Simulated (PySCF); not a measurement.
C3H4, SMILES C1=CC1. Coordinates come from a PBE-D3(BJ)/def2-TZVP optimisation.

These are PBE-D3(BJ)/def2-TZVP (PySCF) values and carry that method's errors.

Harmonic wavenumbers (cm⁻¹): 575, 774, 823, 892, 988, 992, 1031, 1078, 1135, 1472, 1689, 2976, 3037, 3181, 3224. Rotational constants (GHz): 29.92, 21.81, 13.79; symmetry number 2.

Task: Work out the zero-point energy and the ideal-gas rigid-rotor harmonic-oscillator thermochemistry at 298.15 K and 1 atm.

Result: ZPE = ½ Σ hcν = ½ × 23866 cm⁻¹ = 34.12 kcal/mol. H − E(el) = 36.84 kcal/mol. Entropy in cal/(mol K): translation 36.99, rotation 19.73, vibration 1.48, total 58.20. G − E(el) = 19.48 kcal/mol. Cp = 12.65 cal/(mol K).
